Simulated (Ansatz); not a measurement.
This geometry of BGeH$_{5}$OS (9 atoms, charge 0, multiplicity 1) is a first-order saddle point.

Computed with Ansatz 0.2.0, RKS PBE0/def2-mTZVP.

```xyz
9
Properties=species:S:1:pos:R:3
O -0.669 1.126 -1.479
B 0.334 0.954 -0.598
Ge 0.521 -0.921 0.289
S -1.395 -1.564 1.271
H -0.711 2.014 -1.855
H 1.078 1.863 -0.345
H 1.654 -0.976 1.337
H 0.764 -2.044 -0.736
H -1.487 -0.499 2.100
```

Which two structures does it join? (They come from a converged band through this point; their orientation in space is the band's.)

No bond is made or broken. The dihedral H6–B2–Ge3–H8 goes from 171 to -61°.

First end point:

```xyz
9
Properties=species:S:1:pos:R:3
O 0.036 0.876 -1.997
B 0.109 0.870 -0.651
Ge 0.434 -0.932 0.325
S -1.304 -1.256 1.719
H -0.151 1.746 -2.372
H -0.045 1.887 -0.031
H 1.736 -0.953 1.156
H 0.402 -2.180 -0.573
H -1.128 -0.104 2.407
```

Last end point:

```xyz
9
Properties=species:S:1:pos:R:3
O -0.736 1.530 -0.344
B 0.429 0.880 -0.545
Ge 0.567 -1.050 0.203
S -1.338 -1.559 1.267
H -0.757 2.423 -0.710
H 1.327 1.414 -1.135
H 1.730 -1.211 1.204
H 0.799 -2.090 -0.913
H -1.933 -0.384 0.955
```

How far does it lie above each of them?

1.0 kcal/mol above the first and 1.4 kcal/mol above the second. This is the barrier of this one path; another mechanism may lie lower.

The run took 2.4 min on 2 threads of AMD EPYC 9B45 (Zen 5), with other jobs on the host, peak memory 0.29 GiB.
